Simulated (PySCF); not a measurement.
# Nb²⁺ (niobium, charge +2) across methods

[Kr] 4d2 5s1, high-spin 4F determinant (an excited configuration). All numbers are calculated (PySCF 2.14, scalar relativity through the core potential, in aug-cc-pVTZ-PP with one added diffuse shell each of s, p, d, f, g type with ECP28MDF (7s7p6d4f3g, 113 functions)).

| method | E (hartree) | mean ε 4p β (eV) | mean ε 4d α (eV) | mean ε 5s α (eV) | Σ⟨r²⟩ (bohr²) | ⟨S²⟩ |
| --- | --- | --- | --- | --- | --- | --- |
| UHF | -55.33693 | -62.273 | -28.639 | -21.284 | 32.00 | 3.755 |
| wB97X-V | -55.7173 | -59.387 | -26.708 | -21.492 | 31.62 | 3.751 |
| r2SCANh | -55.7644 | -56.048 | -23.873 | -19.465 | 31.56 | 3.752 |
| PBE0 | -55.7415 | -56.698 | -24.466 | -19.718 | 31.59 | 3.751 |
| MN15 | -55.6324 | -57.244 | -24.507 | -20.293 | 31.74 | 3.751 |
| PBE | -55.7504 | -54.420 | -22.862 | -19.038 | 31.59 | 3.751 |
| LDA | -55.5828 | -54.362 | -22.711 | -19.324 | 31.66 | 3.750 |
| r2SCAN | -55.7747 | -55.264 | -23.284 | -19.192 | 31.55 | 3.752 |

Energies and moments cover only the electrons outside the core potential.
